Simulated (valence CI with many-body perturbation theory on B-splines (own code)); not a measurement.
# Level structure of Mn⁴⁺

Calculated by configuration interaction combined with many-body perturbation theory (CI+MBPT): three valence electrons over a frozen Dirac-Fock core [Ar], radial functions for each j: 7 s, 7 p, 8 d, 6 f, 4 g, 1 h, with the one-electron correlation potential Σ1 (screened to all orders), the two-electron term Σ2, the three-electron term Σ3, Breit, model QED; selected single and double excitations, second order for the rest, scaled by the run's own slope (own B-spline code, finite nucleus).

Set against measurement, 67 paired levels are off by 1039 cm⁻¹ on average, the worst by 1766. These come from a selection out of Corliss and Sugar, J. Phys. Chem. Ref. Data 6, 1253 (1977). Levels without a partner in it may be off by more, other configurations by 1,000 to 8,000 cm⁻¹. The list stops below the first excitations out of the core.

Levels 46 to 78 of 78, with energies above the lowest level, 3d³ ⁴F_3/2. "Leading %" is the weight of the configuration and term that name the level; weights of strongly mixed levels are sums over their largest components and can fall short. In the jj column 3d3/2^4 stands for four electrons in 3d with j = 3/2. Lifetimes count E1, E2, E3, M1 and M2 decay at the calculated energies, and are blank where another channel may lead or the interval is too uncertain; long ones can be off by a factor of two.

| No. | Configuration | Term | J | E (cm⁻¹) | Leading % | Leading jj | g | Lifetime |
| --- | --- | --- | --- | --- | --- | --- | --- | --- |
| 46 | 3d²4p | ²F° | 7/2 | 244850 | 71 | 3d5/2^2 4p1/2 (45 %) | 1.213 | 194 ps |
| 47 | 3d²4p | ⁴D° | 1/2 | 245200 | 99 | 3d3/2^2 4p3/2 (69 %) | -0.001 | 123 ps |
| 48 | 3d²4p | ⁴D° | 5/2 | 245510 | 67 | 3d3/2 3d5/2 4p3/2 (81 %) | 1.249 | 148 ps |
| 49 | 3d²4p | ⁴D° | 3/2 | 245880 | 53 | 3d3/2 3d5/2 4p3/2 (88 %) | 1.011 | 159 ps |
| 50 | 3d²4p | ⁴D° | 7/2 | 246320 | 72 | 3d5/2^2 4p3/2 (60 %) | 1.352 | 144 ps |
| 51 | 3d²4p | ²D° | 5/2 | 246740 | 74 | 3d5/2^2 4p3/2 (71 %) | 1.224 | 201 ps |
| 52 | 3d²4p | ²G° | 7/2 | 249200 | 98 | 3d3/2 3d5/2 4p3/2 (43 %) | 0.891 | 139 ps |
| 53 | 3d²4p | ²G° | 9/2 | 249950 | 97 | 3d5/2^2 4p3/2 (40 %) | 1.114 | 138 ps |
| 54 | 3d²4p | ²S° | 1/2 | 253260 | 97 | 3d3/2 3d5/2 4p3/2 (39 %) | 1.993 | 244 ps |
| 55 | 3d²4p | ⁴S° | 3/2 | 256630 | 86 | 3d3/2 3d5/2 4p3/2 (41 %) | 1.915 | 112 ps |
| 56 | 3d²4p | ²P° | 3/2 | 258100 | 79 | 3d5/2^2 4p1/2 (44 %) | 1.379 | 143 ps |
| 57 | 3d²4p | ²F° | 5/2 | 258470 | 93 | 3d3/2 3d5/2 4p1/2 (37 %) | 0.881 | 143 ps |
| 58 | 3d²4p | ²P° | 1/2 | 259080 | 96 | 3d5/2^2 4p3/2 (55 %) | 0.670 | 146 ps |
| 59 | 3d²4p | ²F° | 7/2 | 259590 | 92 | 3d3/2 3d5/2 4p3/2 (39 %) | 1.159 | 146 ps |
| 60 | 3d²4p | ⁴D° | 1/2 | 259860 | 97 | 3d3/2^2 4p1/2 (32 %) | 0.013 | 295 ps |
| 61 | 3d²4p | ⁴D° | 3/2 | 260190 | 92 | 3d3/2 3d5/2 4p1/2 (60 %) | 1.187 | 290 ps |
| 62 | 3d²4p | ⁴D° | 5/2 | 260820 | 86 | 3d3/2 3d5/2 4p3/2 (47 %) | 1.340 | 278 ps |
| 63 | 3d²4p | ²D° | 3/2 | 261360 | 86 | 3d5/2^2 4p3/2 (30 %) | 0.859 | 214 ps |
| 64 | 3d²4p | ⁴D° | 7/2 | 261940 | 93 | 3d5/2^2 4p3/2 (63 %) | 1.410 | 274 ps |
| 65 | 3d²4p | ²D° | 5/2 | 261960 | 83 | 3d5/2^2 4p3/2 (37 %) | 1.224 | 213 ps |
| 66 | 3d²4p | ²G° | 7/2 | 263830 | 97 | 3d3/2 3d5/2 4p3/2 (39 %) | 0.892 | 117 ps |
| 67 | 3d²4p | ⁴P° | 1/2 | 263980 | 98 | 3d3/2 3d5/2 4p1/2 (42 %) | 2.657 | 277 ps |
| 68 | 3d²4p | ²G° | 9/2 | 263990 | 98 | 3d3/2 3d5/2 4p3/2 (55 %) | 1.108 | 118 ps |
| 69 | 3d²4p | ⁴P° | 3/2 | 264310 | 98 | 3d3/2 3d5/2 4p3/2 (27 %) | 1.726 | 275 ps |
| 70 | 3d²4p | ⁴P° | 5/2 | 265040 | 94 | 3d3/2 3d5/2 4p3/2 (46 %) | 1.581 | 266 ps |
| 71 | 3d²4p | ²D° | 5/2 | 268860 | 97 | 3d3/2 3d5/2 4p3/2 (43 %) | 1.203 | 113 ps |
| 72 | 3d²4p | ²D° | 3/2 | 268880 | 97 | 3d3/2 3d5/2 4p3/2 (44 %) | 0.811 | 110 ps |
| 73 | 3d²4p | ²H° | 9/2 | 269790 | 98 | 3d3/2 3d5/2 4p1/2 (49 %) | 0.911 | 288 ps |
| 74 | 3d²4p | ²H° | 11/2 | 270920 | 99 | 3d3/2 3d5/2 4p3/2 (78 %) | 1.091 | 289 ps |
| 75 | 3d²4p | ²P° | 1/2 | 272070 | 98 | 3d3/2 3d5/2 4p3/2 (71 %) | 0.666 | 138 ps |
| 76 | 3d²4p | ²P° | 3/2 | 272280 | 96 | 3d5/2^2 4p3/2 (42 %) | 1.324 | 134 ps |
| 77 | 3d²4p | ²F° | 7/2 | 275110 | 99 | 3d3/2 3d5/2 4p1/2 (39 %) | 1.142 | 173 ps |
| 78 | 3d²4p | ²F° | 5/2 | 275910 | 99 | 3d3/2 3d5/2 4p3/2 (75 %) | 0.857 | 171 ps |

Names give the largest LS component (configuration and term), which can be under half, so a name can repeat, a term be missing and a line seem to break the LS rules; names also repeat where a configuration has a term twice.

Where two levels of one J and parity lie close, their mixing, g and order are uncertain.
